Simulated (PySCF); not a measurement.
PySCF input (BP86/6-31G* with LANL2DZ past Ar (5d)):

```python
from pyscf import gto, dft

mol = gto.M(
    atom='''
    C     1.83031300   -0.38583300   -0.55097800
    Ge    0.16365500    0.04964900    0.21422100
    C    -1.04861900    1.55779700   -0.45115900
    C    -1.11458400   -1.49659800    0.13990100
    H     2.58236000    0.39320000   -0.38219900
    H     1.74670000   -0.59371100   -1.62497400
    H     0.28107800    0.41430700    1.74478900
    H    -1.31001200    1.38079500   -1.49899300
    H    -1.97408400    1.63870800    0.13102500
    H    -0.51513400    2.51036200   -0.39399600
    H    -0.67934300   -2.36267500    0.64105500
    H    -2.07408000   -1.25576000    0.60591800
    H    -1.29712100   -1.76619400   -0.90428100
    ''',
    basis={'default': '6-31g*', 'Ge': 'lanl2dz'},
    ecp={'Ge': 'lanl2dz'},
    charge=-1,
    spin=0,
    verbose=4,
)

mf = dft.RKS(mol, xc='bp86')
mf.grids.level = 3
mf.conv_tol = 1e-9
mf.max_cycle = 100
mf.max_memory = 1500
mf.kernel()
if not mf.converged:
    mf = mf.newton()
    mf.kernel(mf.make_rdm1())
mf.dip_moment()
```

Output:

```
PySCF version 2.14.0

[INPUT] verbose = 4
[INPUT] num. atoms = 13
[INPUT] num. electrons = 32
[INPUT] charge = -1
[INPUT] spin (= nelec alpha-beta = 2S) = 0
[INPUT] symmetry False subgroup None
[INPUT] Mole.unit = angstrom
[INPUT] Symbol           X                Y                Z      unit          X                Y                Z       unit  Magmom
[INPUT]  1 C      1.830313000000  -0.385833000000  -0.550978000000 AA    3.458790292231  -0.729118699819  -1.041197520661 Bohr   0.0
[INPUT]  2 Ge     0.163655000000   0.049649000000   0.214221000000 AA    0.309263128916   0.093823012359   0.404819020130 Bohr   0.0
[INPUT]  3 C     -1.048619000000   1.557797000000  -0.451159000000 AA   -1.981602719015   2.943809687669  -0.852566948633 Bohr   0.0
[INPUT]  4 C     -1.114584000000  -1.496598000000   0.139901000000 AA   -2.106258502822  -2.828160338572   0.264374574553 Bohr   0.0
[INPUT]  5 H      2.582360000000   0.393200000000  -0.382199000000 AA    4.879953155032   0.743040312179  -0.722251435083 Bohr   0.0
[INPUT]  6 H      1.746700000000  -0.593711000000  -1.624974000000 AA    3.300784621778  -1.121951187142  -3.070755819539 Bohr   0.0
[INPUT]  7 H      0.281078000000   0.414307000000   1.744789000000 AA    0.531160439640   0.782926761490   3.297173355154 Bohr   0.0
[INPUT]  8 H     -1.310012000000   1.380795000000  -1.498993000000 AA   -2.475563899894   2.609324384169  -2.832686232640 Bohr   0.0
[INPUT]  9 H     -1.974084000000   1.638708000000   0.131025000000 AA   -3.730478106886   3.096709318134   0.247601365471 Bohr   0.0
[INPUT] 10 H     -0.515134000000   2.510362000000  -0.393996000000 AA   -0.973462177452   4.743896653515  -0.744544534174 Bohr   0.0
[INPUT] 11 H     -0.679343000000  -2.362675000000   0.641055000000 AA   -1.283772214640  -4.464808671357   1.211418380783 Bohr   0.0
[INPUT] 12 H     -2.074080000000  -1.255760000000   0.605918000000 AA   -3.919443160438  -2.373042478184   1.145019073944 Bohr   0.0
[INPUT] 13 H     -1.297121000000  -1.766194000000  -0.904281000000 AA   -2.451203440422  -3.337622942850  -1.708843429648 Bohr   0.0

nuclear repulsion = 91.1851870086729
number of shells = 40
number of NR pGTOs = 129
number of NR cGTOs = 68
basis = {'default': '6-31g*', 'Ge': 'lanl2dz'}
ecp = {'Ge': 'lanl2dz'}

******** <class 'pyscf.dft.rks.RKS'> ********
method = RKS
initial guess = minao
damping factor = 0
level_shift factor = 0
DIIS = <class 'pyscf.scf.diis.CDIIS'>
diis_start_cycle = 1
diis_space = 8
diis_damp = 0
SCF conv_tol = 1e-09
SCF conv_tol_grad = None
SCF max_cycles = 100
direct_scf = True
direct_scf_tol = 1e-13
XC library pyscf.dft.libxc version 7.1.2
    S. Lehtola, C. Steigemann, M. J. T. Oliveira, and M. A. L. Marques,  SoftwareX 7, 1–5 (2018)
XC functionals = bp86
    A. D. Becke,  Phys. Rev. A 38, 3098 (1988)
    J. P. Perdew,  Phys. Rev. B 33, 8822 (1986)
    J. P. Perdew,  Phys. Rev. B 34, 7406–7406 (1986)
radial grids:
    Treutler-Ahlrichs [JCP 102, 346 (1995); DOI:10.1063/1.469408] (M4) radial grids

becke partition: Becke, JCP 88, 2547 (1988); DOI:10.1063/1.454033
pruning grids: <function nwchem_prune>
grids dens level: 3
symmetrized grids: False
atomic radii adjust function: <function treutler_atomic_radii_adjust>
small_rho_cutoff = 0
Set gradient conv threshold to 3.16228e-05
Initial guess from minao.
tot grids = 151272
init E= -111.017207676149
  HOMO = -0.211290748604098  LUMO = 0.0379992134948299  gap/eV = 6.78353
cycle= 1 E= -123.032439492659  delta_E=  -12  |g|= 1.14  |ddm|= 3.47
  HOMO = 0.191346485548003  LUMO = 0.243092902407614  gap/eV = 1.40809
cycle= 2 E= -122.128342810257  delta_E= 0.904  |g|= 1.78  |ddm|=  7.1
  HOMO = 0.0163533036086676  LUMO = 0.221208954904089  gap/eV = 5.57441
cycle= 3 E= -123.365363934532  delta_E= -1.24  |g|= 0.531  |ddm|= 6.72
  HOMO = 0.0772780226530738  LUMO = 0.225413560492457  gap/eV = 4.03097
cycle= 4 E= -123.458131801001  delta_E= -0.0928  |g|= 0.122  |ddm|= 0.915
  HOMO = 0.090421625830853  LUMO = 0.229667976568141  gap/eV = 3.78909
cycle= 5 E= -123.461660325354  delta_E= -0.00353  |g|= 0.0457  |ddm|= 0.241
  HOMO = 0.0860828960528117  LUMO = 0.227152536264574  gap/eV = 3.83870
cycle= 6 E= -123.462423499519  delta_E= -0.000763  |g|= 0.00946  |ddm|= 0.0897
  HOMO = 0.0856828861209937  LUMO = 0.227712266566092  gap/eV = 3.86482
cycle= 7 E= -123.462456646748  delta_E= -3.31e-05  |g|= 0.00301  |ddm|= 0.0274
  HOMO = 0.085573442914189  LUMO = 0.227779513712454  gap/eV = 3.86962
cycle= 8 E= -123.462458842097  delta_E= -2.2e-06  |g|= 0.00123  |ddm|= 0.00449
  HOMO = 0.0856258712093876  LUMO = 0.227711339275426  gap/eV = 3.86634
cycle= 9 E= -123.462459386785  delta_E= -5.45e-07  |g|= 0.000183  |ddm|= 0.00224
  HOMO = 0.0856412884929103  LUMO = 0.227709986246704  gap/eV = 3.86589
cycle= 10 E= -123.462459411896  delta_E= -2.51e-08  |g|= 3.91e-05  |ddm|= 0.000387
  HOMO = 0.0856413703754004  LUMO = 0.227709028619514  gap/eV = 3.86586
cycle= 11 E= -123.462459398145  delta_E= 1.38e-08  |g|= 4.94e-06  |ddm|= 9.88e-05
  HOMO = 0.0856418255607743  LUMO = 0.227708953499226  gap/eV = 3.86584
cycle= 12 E= -123.462459398153  delta_E= -7.73e-12  |g|= 9.5e-07  |ddm|= 9.84e-06
  HOMO = 0.0856415032215345  LUMO = 0.227709035814733  gap/eV = 3.86585
Extra cycle  E= -123.462459398152  delta_E= 4.26e-13  |g|= 2.1e-06  |ddm|= 6.15e-06
converged SCF energy = -123.462459398152

WARN: System has nonzero charge -1; the dipole moment is origin-dependent.
Location of origin: [0. 0. 0.]

Dipole moment(X, Y, Z, Debye): -3.73898,  1.02531, -0.04179
```

The dipole moment of an ion depends on the origin.

The geometry given is a B3LYP-D3(BJ)/def2-TZVP minimum.
